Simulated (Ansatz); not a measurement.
# Ligand exchange: BH(CH3)I + C2H6S → BH(CH3)(SH) + C2H5I

Species: BH(CH3)I, singlet; C2H6S (ethanethiol) `CCS`, singlet; BH(CH3)(SH), singlet; C2H5I (iodoethane) `CCI`, singlet. The partners trade I for SH: B–I and C–SH bonds give way to B–SH and C–I.

Shapes, held fixed at every level: PBE0-D4/def2-TZVP. Flexible molecules stand in one conformer, not always the lowest. Programs: Ansatz 0.2.0. The zero-point and thermal change to 298 K, harmonic and unscaled (PBE0-D4/def2-TZVP), is +1.1 kJ/mol.

```
             level                    kind  ΔH(298 K) (kJ/mol)  less CCSD(T)/def2-TZVPP
     HF/def2-TZVPP            Hartree–Fock               -21.3                     +6.5
 PBE-D4/def2-TZVPP                     GGA               -29.8                     -2.0
PBE0-D4/def2-TZVPP           global hybrid               -26.9                     +0.9
wB97M-V/def2-TZVPP  range-separated hybrid               -27.0                     +0.8
wB97X-V/def2-TZVPP  range-separated hybrid               -26.0                     +1.8
 B2PLYP/def2-TZVPP           double hybrid               -29.0                     -1.2
   CCSD/def2-TZVPP   coupled cluster or CI               -26.5                     +1.3
CCSD(T)/def2-TZVPP   coupled cluster or CI               -27.8                      0.0
```

The highest level, CCSD(T)/def2-TZVPP, gives ΔH(298 K) = -27.8 kJ/mol; the levels span -29.8 to -21.3. The column of differences is taken from that level and isn't an error. No measured value is set beside it here. For atoms past krypton def2 sets carry core potentials with scalar relativity. Correlated rows may include outer-core shells of I, which these sets cover unevenly.
